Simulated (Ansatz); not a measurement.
One change: `B[Si](O)([SiH3])Cl` becomes `B[SiH](O)[SiH3]`.

Ansatz, PBE0-D4/def2-TZVP geometries, multiplicity 1. Each molecule was computed in one conformer, which needn't be the lowest. `B[Si](O)([SiH3])Cl` holds a close contact that its SMILES doesn't draw: Cl···B 2.33 Å.

```json
{"property": "LUMO energy (B3LYP/def2-TZVPP) / eV", "`B[Si](O)([SiH3])Cl`": "-1.33"}
{"property": "size of the dipole moment (PBE/def2-TZVPP) / D", "`B[Si](O)([SiH3])Cl`": "2.51"}
{"property": "HOMO–LUMO gap (PBE/def2-TZVPP) / eV", "`B[Si](O)([SiH3])Cl`": "4.45"}
{"property": "HOMO–LUMO gap (PBE0/def2-TZVPP) / eV", "`B[Si](O)([SiH3])Cl`": "6.51"}
{"property": "HOMO energy (ωB97M-V/def2-TZVPP) / eV", "`B[Si](O)([SiH3])Cl`": "-9.69"}
{"property": "LUMO energy (PBE0/def2-TZVPP) / eV", "`B[Si](O)([SiH3])Cl`": "-1.14"}
```

Q: Give the same properties after the change, and the shifts. (Estimate.)

A: The calculation gave: 
```csv
property,`B[SiH](O)[SiH3]`,shift
LUMO energy (B3LYP/def2-TZVPP) / eV,-2.65,-1.32
size of the dipole moment (PBE/def2-TZVPP) / D,1.13,-1.38
HOMO–LUMO gap (PBE/def2-TZVPP) / eV,3.04,-1.41
HOMO–LUMO gap (PBE0/def2-TZVPP) / eV,5.10,-1.41
HOMO energy (ωB97M-V/def2-TZVPP) / eV,-9.58,0.11
LUMO energy (PBE0/def2-TZVPP) / eV,-2.46,-1.32
```

With PBE0 the HOMO rises by 0.09 eV and the LUMO falls by 1.32 eV, so the gap narrows by about 1.41 eV. PBE moves the HOMO by 0.06 eV and ωB97M-V by 0.11 eV. Dipoles are sizes alone; their direction can turn.

B3LYP here is the variant with VWN-RPA as its local correlation; programs differ in this.
